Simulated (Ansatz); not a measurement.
Coupled-cluster diagnostics for Se3⁻, Ansatz.

Geometry of the doublet (PBE0-D4/def2-TZVPD):

```csv
atom,x (Å),y (Å),z (Å)
Se1,1.806,0.729,-0.068
Se2,-1.407,-1.205,0.607
Se3,-0.399,0.475,-0.539
```

Correlated methods freeze 27 core orbitals; core or outer-core shells of Se are correlated, in sets that lack core-valence functions. The structure comes from a short search, and lower isomers may exist.

Geometry of the charge -1 quartet (PBE0-D4/def2-TZVPD):

```xyz
3

Se    2.277   -0.466   -0.429
Se   -2.277    0.467    0.430
Se    0.000   -0.001    0.000
```

Question: Estimate the CCSD(T) correlation energy, the shares of MP2 and (T), T1 and the reference's ⟨S²⟩ for: charge -1, doublet, own geometry in def2-SVPD; charge -1, quartet, own geometry in def2-SVPD; and the rough time on 4 threads of Arm Neoverse V1 on a shared host.

Answer: 
```tsv
state	basis	correlation (eV)	MP2 share (%)	(T) share (%)	T1	⟨S²⟩ (pure)	wall time
charge -1, doublet, own geometry	def2-SVPD	-20.183	96.7	3.6	0.017	0.78 (0.75)	26 s
charge -1, quartet, own geometry	def2-SVPD	-20.183	96.2	4.0	0.022	3.86 (3.75)	28 s
```
Customary marks for T1 are 0.02 (closed shells), 0.045 (open shells) and about 0.05 (3d metals). T1 exceeds 0.02 in 1 of 2 rows and 0.045 in 0; the higher it lies, the less the single-reference result can be trusted.
